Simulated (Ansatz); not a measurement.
# Which isomer of C4H3B gives these data?

These gas-phase data were calculated for one isomer of C4H3B at BLYP-D3(BJ)/def2-SVP (harmonic, unscaled wavenumbers; equilibrium rotational constants with average atomic masses):

```
rotational constants            : 27.51, 3.274, 2.926 GHz
all wavenumbers above 1500 cm⁻¹ : 3395, 3131, 2672, 2125, 1583
```

Candidates:

(1) `C#CC1=CB1`, a singlet
(2) `C#CB1C=C1`, a singlet
(3) `C#CBC#C`, a singlet

Q: Assign the data to one candidate and say why.

A: Candidate (1). The band at 2672 cm⁻¹ lies where the B–H stretch is expected; (2) has no mode between 2350 and 2900 cm⁻¹. 1 mode lies between 3300 and 3560 cm⁻¹, one for each ≡C–H bond, while (3) has 2.

The same quantities for all candidates:

```
     rotational constants (GHz)   wavenumbers above 1500 cm⁻¹  E above the lowest, BLYP-D3(BJ)/def2-SVP (kcal/mol)
(1)         27.51, 3.274, 2.926  3395, 3131, 2672, 2125, 1583                                                  8.5
(2)         32.07, 2.861, 2.626  3388, 3128, 3104, 2102, 1570                                                  0.0
(3)          25.8, 2.467, 2.252  3384, 3384, 2531, 2087, 2080                                                  7.4
```

Harmonic stretches to hydrogen usually lie a few per cent above observed fundamentals. Programs: Ansatz 0.2.0.
